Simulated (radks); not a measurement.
The numbers below are computed, except where a source is named.
Lu3+, configuration [Kr] 4d10 4f14 5s2 5p5 6p1 (not the ground configuration).

Code: a radial shooting solver on a logarithmic mesh with Libxc functionals. Model: scalar-relativistic Kohn-Sham, TASK exchange with Perdew-Wang LDA correlation, spin-polarised, spherical densities, finite nucleus; open shells are filled with parallel spins first (spin-orbit coupling, left out, can overturn this in heavy ions); meta-GGA in the generalised Kohn-Sham scheme; Fermi nuclear charge, rms radius 5.37 fm.

Energy parts (eV):
part                      energy
total                 -396140.30
kinetic                432712.99
electron-nucleus      -973950.35
Hartree                153181.26
exchange-correlation    -8084.21

Orbitals (lengths in bohr, moments of r in powers of bohr):
\begin{tabular}{lrrr}
orbital & occ. & eigenvalue (eV) & <r> \\ \hline
1s up & 1 & -63352.27 & 0.01933 \\
1s down & 1 & -63352.12 & 0.01933 \\
2s up & 1 & -10844.68 & 0.08189 \\
2s down & 1 & -10844.61 & 0.08189 \\
2p up & 3 & -9544.879 & 0.07296 \\
2p down & 3 & -9544.756 & 0.07296 \\
3s up & 1 & -2494.205 & 0.2127 \\
3s down & 1 & -2494.175 & 0.2127 \\
3p up & 3 & -2102.750 & 0.2124 \\
3p down & 3 & -2102.700 & 0.2124 \\
3d up & 5 & -1630.971 & 0.1926 \\
3d down & 5 & -1630.906 & 0.1926 \\
4s up & 1 & -529.7216 & 0.4793 \\
4s down & 1 & -529.6204 & 0.4793 \\
4p up & 3 & -400.6105 & 0.5092 \\
4p down & 3 & -400.4969 & 0.5091 \\
4d up & 5 & -231.1161 & 0.5493 \\
4d down & 5 & -230.9408 & 0.5488 \\
4f up & 7 & -44.1598 & 0.7032 \\
4f down & 7 & -43.6665 & 0.6973 \\
5s up & 1 & -99.2650 & 1.155 \\
5s down & 1 & -98.0430 & 1.156 \\
5p up & 3 & -67.2440 & 1.326 \\
5p down & 2 & -65.9863 & 1.328 \\
6p up & 1 & -20.8163 & 3.470 \\
\end{tabular}

The highest occupied level is 6p up at -20.816 eV. The density falls to 0.001 e/bohr^3 at r = 4.34 bohr.

Empty levels of this run are not shown, since the potential may be unsettled where no density lies.
